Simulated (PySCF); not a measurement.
An unknown gives this computed stick spectrum. The calculation used PySCF 2.14.0, density-fitted response routines, TDDFT wB97X-D/def2-SVPD, vertical, gas phase, core orbitals frozen in the response. Geometries: GFN2-xTB, one conformer each.

```
state  λ (nm)       f
   S1   186.7   0.213
   S2   180.6   0.068
   S3   173.9   0.018
   S4   171.9   0.060
   S5   163.9  0.0049
   S6   160.0   0.011
   S7   158.5  0.0041
   S8   157.8   0.047
```

Orbital energies (eV): HOMO-3 -11.09, HOMO-2 -10.20, HOMO-1 -9.84, HOMO -9.06, LUMO 1.56, LUMO+1 2.18, LUMO+2 2.43.

**Question.** Which candidate is it? All have the formula C5H10OSi.
A. `C=C1CO[SiH2][C@H]1C`
B. `C=C/C=C(/C)O[SiH3]`
C. `CO[SiH]1CC=CC1`

**Answer.** A. Its S1 lies at 6.64 eV; the nearest of the others has S1 at 6.93 eV. S1 is HOMO→LUMO (86%). Löwdin shares by element: HOMO carbon 67% or more, oxygen 6% (atoms not listed hold the other 27%); LUMO carbon 47% or more, silicon 14% (atoms not listed hold the other 39%). At the same level the other candidates give, for their lowest levels:
- `C=C/C=C(/C)O[SiH3]`: 227 nm (f 0.828); 214 nm (f 0.000); 186 nm (f 0.000); 183 nm (f 0.000); 179 nm (f 0.021); T1 3.17 eV; HOMO -7.71, LUMO 1.32 eV
- `CO[SiH]1CC=CC1`: 179 nm (f 0.012); 172 nm (f 0.147); 169 nm (f 0.028); 168 nm (f 0.009); 166 nm (f 0.012); T1 4.60 eV; HOMO -8.82, LUMO 2.23 eV
Triplets come from the Tamm–Dancoff approximation.
